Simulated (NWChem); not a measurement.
System: CH₄F₂OSi; SMILES OC[SiH](F)F

```xyz
9

O      0.2130     2.1866     0.1518
C     -0.5381     1.1598    -0.4478
Si     0.0121    -0.4527     0.3227
F     -0.9938    -1.6089    -0.1960
F      1.4843    -0.8510    -0.2073
H     -0.0207     3.0255    -0.2572
H     -0.3871     1.0876    -1.5447
H     -1.6315     1.2688    -0.2898
H      0.0314    -0.4588     1.8016
```
Atoms are numbered in this order, from 1.

Results from NWChem. Pople sets run with spherical d functions. Geometry: optimised at PBE0/def2-SVP. Atomic charges in e: unrestrained fits to the electrostatic potential beside Mulliken populations; buried atoms are poorly determined by the fit.

Task: What does the run give for Hartree-Fock/6-31G*? Quantities: ESP O1; Mulliken O1; ESP C2; Mulliken C2; ESP Si3; Mulliken Si3; ESP F4; Mulliken F4; ESP F5; Mulliken F5; relative RMS misfit of the potential (%).

Result: 
```yaml
ESP O1: -0.71
Mulliken O1: -0.76
ESP C2: 0.12
Mulliken C2: -0.28
ESP Si3: 1.07
Mulliken Si3: 1.47
ESP F4: -0.41
Mulliken F4: -0.54
ESP F5: -0.37
Mulliken F5: -0.53
relative RMS misfit of the potential (%): 17
```
